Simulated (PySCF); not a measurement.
**Be: excitation energy**

Be [He] 2s2 (1S) → Be [He] 2p2 (3P), as a difference of total energies. Computed with PySCF 2.14 in dyall-av3z, with the spin-free X2C one-electron Hamiltonian (Gaussian nucleus). Correlated levels: valence: 1s2 frozen; virtual orbitals above 40 to 60 times the deepest correlated orbital energy dropped. The calculations carry no spin-orbit coupling.

```tsv
method	excitation energy (eV)
UHF	6.442
LDA	5.959
PBE	5.932
PBE0	6.219
r2SCAN	6.049
wB97X	6.628
LC-wPBE	6.611
TPSSh	6.307
B2PLYP	6.735
MP2 (valence)	7.071
SCS-MP2 (valence)	7.340
```

Errors of the correlated levels include the incompleteness of this basis and the frozen core.

Which method comes closest to the reference value, and which is furthest?

The reference is 7.401 eV (measured; NIST levels, between the centres of gravity of the two terms). Closest: SCS-MP2 (valence) (error -0.061 eV); furthest: PBE (error -1.469 eV).
